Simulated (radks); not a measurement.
The numbers below are computed, except where a source is named.
Task: Excited configurations of Tc IV: one electron is placed in a higher orbital outside [Kr] 4d3. The ground configuration is [Kr] 4d4. Level of theory: scalar-relativistic Kohn-Sham, SCAN, spin-polarised, spherical densities, finite nucleus; open shells are filled with parallel spins first (spin-orbit coupling, left out, can overturn this in heavy ions); meta-GGA in the generalised Kohn-Sham scheme; Fermi nuclear charge, rms radius 4.4112 fm (a radial shooting solver on a logarithmic mesh with Libxc functionals). Excitation = E - E(ground); binding = E(ion) - E, where the ion is the core of charge +4; n* = 4/sqrt(2 binding) in atomic units, and the quantum defect is n - n*.

| outer orbital | excitation (eV) | binding (eV) | n* | quantum defect | eigenvalue (eV) | <r> (bohr) |
|---|---|---|---|---|---|---|
| 4f | 28.224 | 15.227 | 3.781 | 0.219 | -12.447 | 3.572 |
| 5s | 9.086 | 34.365 | 2.517 | 2.483 | -30.779 | 2.507 |
| 5f | 33.351 | 10.100 | 4.643 | 0.357 | -8.673 | 6.497 |
| 6p | 28.745 | 14.706 | 3.847 | 2.153 | -13.163 | 5.479 |
| 7p | 34.167 | 9.284 | 4.842 | 2.158 | -8.353 | 8.751 |
| 7d | 36.174 | 7.277 | 5.470 | 1.530 | -6.507 | 10.69 |
| 7f | 38.345 | 5.106 | 6.529 | 0.471 | -4.540 | 14.67 |

Estimate the row for 5p.

Result: excitation (eV) 16.278; binding (eV) 27.173; n* 2.830; quantum defect 2.170; eigenvalue (eV) -24.061; <r> (bohr) 2.909. The Delta-SCF ionisation energy is 43.451 eV (NIST Atomic Spectra Database: 41 eV, theoretical). Self-interaction in the functional shifts the binding energies and quantum defects, so they are the method's values and not measured ones. Open shells are spherical and high-spin; term and fine-structure splittings are not resolved.
